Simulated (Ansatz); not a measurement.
`CC(F)C[SiH3]` + `[OH][InH2]` → `C[O][InH2]` + `FCC[SiH3]`  (substitution at a C–C bond)

Isolated molecules relaxed with PBE0-D4/def2-TZVP in Ansatz; ΔE leaves out vibrations. CCSD(T)/CBS adds triple-zeta CCSD(T) − MP2 to the extrapolated MP2 energy (def2 sets, frozen cores). Functionals use def2-TZVPP. Elements past krypton have def2 core potentials. For In outer-core shells are correlated without core-valence functions, which leaves a few kJ/mol of doubt a bond. One conformer a species, not always the lowest.

```json
{"level": "LDA (SPW92)", "ΔE (kcal/mol)": "19.2", "difference from CCSD(T)/CBS": "-0.3"}
{"level": "PBE-D4", "ΔE (kcal/mol)": "17.8", "difference from CCSD(T)/CBS": "-1.7"}
{"level": "BLYP-D4", "ΔE (kcal/mol)": "16.6", "difference from CCSD(T)/CBS": "-2.9"}
{"level": "CAM-B3LYP-D4", "ΔE (kcal/mol)": "17.9", "difference from CCSD(T)/CBS": "-1.6"}
{"level": "ωB97M-V", "ΔE (kcal/mol)": "19.1", "difference from CCSD(T)/CBS": "-0.4"}
{"level": "B2PLYP", "ΔE (kcal/mol)": "17.9", "difference from CCSD(T)/CBS": "-1.6"}
{"level": "PBE-QIDH", "ΔE (kcal/mol)": "19.3", "difference from CCSD(T)/CBS": "-0.2"}
{"level": "PBE", "ΔE (kcal/mol)": "17.5", "difference from CCSD(T)/CBS": "-2.0"}
{"level": "BLYP", "ΔE (kcal/mol)": "15.8", "difference from CCSD(T)/CBS": "-3.7"}
{"level": "RPA@PBE/def2-TZVPP", "ΔE (kcal/mol)": "17.4", "difference from CCSD(T)/CBS": "-2.1"}
{"level": "CCSD/def2-SVP", "ΔE (kcal/mol)": "16.6", "difference from CCSD(T)/CBS": "-2.9"}
{"level": "CCSD(T)/def2-SVP", "ΔE (kcal/mol)": "16.7", "difference from CCSD(T)/CBS": "-2.8"}
{"level": "CCSD(T)/def2-TZVPP", "ΔE (kcal/mol)": "18.8", "difference from CCSD(T)/CBS": "-0.7"}
{"level": "SCS-MP2/def2-QZVPP", "ΔE (kcal/mol)": "19.2", "difference from CCSD(T)/CBS": "-0.3"}
{"level": "HF/CBS(def2)", "ΔE (kcal/mol)": "16.2", "difference from CCSD(T)/CBS": "-3.3"}
{"level": "CCSD/CBS(def2)", "ΔE (kcal/mol)": "19.3", "difference from CCSD(T)/CBS": "-0.2"}
{"level": "CCSD(T)/CBS", "ΔE (kcal/mol)": "19.5", "difference from CCSD(T)/CBS": "0"}
```

Largest T1 diagnostic among the species: 0.017.

Leaving LDA and LC-ωPBE aside and taking each functional with its dispersion term where it has one, the values spread over 2.7 kcal/mol, from BLYP-D4 to PBE-QIDH. LDA lies +1.7 kcal/mol from PBE without D4. At CCSD(T), def2-SVP lies −2.8 kcal/mol from the extrapolated value and def2-TZVPP −0.7 kcal/mol. In def2-TZVPP, CCSD(T) changes the Hartree–Fock value by +2.6 kcal/mol (the triples alone add +0.2 kcal/mol) and MP2 by +3.9 kcal/mol.

CCSD(T)/CBS has its own doubt, a few kJ/mol and more with outer-core shells, so smaller differences from it don't rank the levels.
